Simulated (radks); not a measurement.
Q: All-electron atom: Nd3+ in [Kr] 4d10 4f3 5p6 5d2 (not the ground configuration). Method: scalar-relativistic Kohn-Sham, PBE, spin-polarised, spherical densities, finite nucleus; open shells are filled with parallel spins first (spin-orbit coupling, left out, can overturn this in heavy ions); Fermi nuclear charge, rms radius 4.9123 fm; computed with a radial shooting solver on a logarithmic mesh with Libxc functionals. Some entries of the table are withheld. Estimate them.

orbital,occ.,eigenvalue (hartree),<r^2> (bohr^2)
1s down,1,-1596.257,0.0007600
1s up,1,-1596.257,0.0007600
2s up,1,-259.3713,0.01203
2s down,1,-259.3673,0.01203
2p up,3,-232.0238,0.009624
2p down,3,-232.0208,0.009624
3s up,1,-57.41193,0.08107
3s down,1,-57.37547,0.08099
3p up,3,-48.78572,0.08111
3p down,3,-48.74924,0.08102
3d up,5,-36.81022,0.06885
3d down,5,-36.78050,0.06875
4s up,1,-12.58353,0.4146
4s down,1,-12.48544,0.4144
4p up,3,-9.75169,0.4673
4p down,3,-9.65358,0.4671
4d up,5,-5.72051,0.5701
4d down,5,-5.62167,0.5699
5p up,3,-1.96285,(1)
5p down,3,-1.87343,(2)
4f up,3,-1.41677,1.091
4f down,0,-1.31732,1.103
5d up,2,(3),5.162
5d down,0,(4),5.360

A: 
(1) 5p up <r^2> (bohr^2): 2.884
(2) 5p down <r^2> (bohr^2): 2.911
(3) 5d up eigenvalue (hartree): -1.02500
(4) 5d down eigenvalue (hartree): -0.94749
